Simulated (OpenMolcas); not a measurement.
Au6+ among 4 point charges of -2.5 e arranged as a tetrahedron (Td), 2.46 Å from the ion.

* Program: OpenMolcas
* Method: SS-CASPT2, IPEA 0.25 Eh, imaginary shift 0.1 Eh (closed shells correlated: 4f 5s 5p)
* Basis: ANO-RCC-VDZP [7s6p4d2f]
* Scalar Hamiltonian: DKH2, point nucleus
* Active space: 5 electrons in 5 orbitals (5d)
* State averaging: 2S+1 = 6 even, 1 root; 2S+1 = 4 even, 24 roots; 2S+1 = 2 even, 75 roots
* Spin-orbit coupling: RASSI with atomic mean-field integrals over the reference wave functions

**Question.** What is the spin-free ground state (labels of Td)?

**Answer.** 6A1, 1-fold in its orbital part, 100 % from free-ion S terms; it has the highest spin that d5 allows.

**Question.** What are the lowest two levels with spin-orbit coupling?

**Answer.** A 4-fold level Γ8, then a 2-fold level Γ7 44 cm-1 above it. Their leading multiplicities are 6 (75 %) and 6 (76 %).

**Question.** What is χT at 300 K?

**Answer.** 3.87 cm3 K/mol.

Roots that are degenerate in the reference are averaged as groups; the widest CASPT2 spread within a group is 110 cm-1 (the 3-fold group of multiplicity 2 near 57500 cm-1 above the lowest state of its run). Shifts and gaps below about the spread of the groups concerned are not significant. Point charges give a weaker field than real ligands, and real ions of this kind are as a rule low spin; the high spin found here belongs to the model. Free-ion shares, where given, are those of the reference states; single-state CASPT2 does not remix them. This is an electrostatic model: the charges have no orbitals. No measured value stands beside these numbers.
